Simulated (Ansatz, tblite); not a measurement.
Cost and result up the ladder for As₇⁻ (the lowest singlet isomer of a short search) (7 atoms). Total charge -1; singlet. Geometry: PBE0-D4/def2-SVPD.

| atom | x (Å) | y (Å) | z (Å) |
| --- | --- | --- | --- |
| As1 | -0.2253 | 0.9997 | -2.0126 |
| As2 | -1.7823 | 1.0399 | -0.1226 |
| As3 | 0.8813 | -1.7165 | -0.0239 |
| As4 | 0.2298 | 1.1979 | 1.4949 |
| As5 | 0.5337 | -1.0472 | 2.2382 |
| As6 | 1.6795 | 0.5661 | -0.3661 |
| As7 | -1.3166 | -1.0397 | -1.2079 |

Ansatz on 4 threads of AMD EPYC 9B45 on a shared host; xTB runs through tblite on one thread. Times are rough, summed over both states, and most runs start from the orbitals of an earlier one. No level here is sound enough to serve as a yardstick. The other state is a triplet.

The xTB rows come from tblite. The structure comes from a short search, and lower isomers may exist.

xTB has no spin-polarisation term.

```json
{"level": "GFN2-xTB", "functions": "63", "vertical triplet (eV)": "1.99", "remarks": "–"}
{"level": "PBE-D4/def2-SVP", "functions": "224", "vertical triplet (eV)": "1.78", "remarks": "HOMO above zero (triplet)"}
{"level": "r2SCAN-D4/def2-SVP", "functions": "224", "vertical triplet (eV)": "1.75", "remarks": "HOMO above zero (triplet)"}
{"level": "GFN1-xTB", "functions": "63", "vertical triplet (eV)": "1.76", "remarks": "–"}
```

Estimate how long each takes.

GFN1-xTB 0.029 s; GFN2-xTB 0.032 s; PBE-D4/def2-SVP 5.7 s; r2SCAN-D4/def2-SVP 11 s. On shared hardware such times vary by a factor of up to 3.
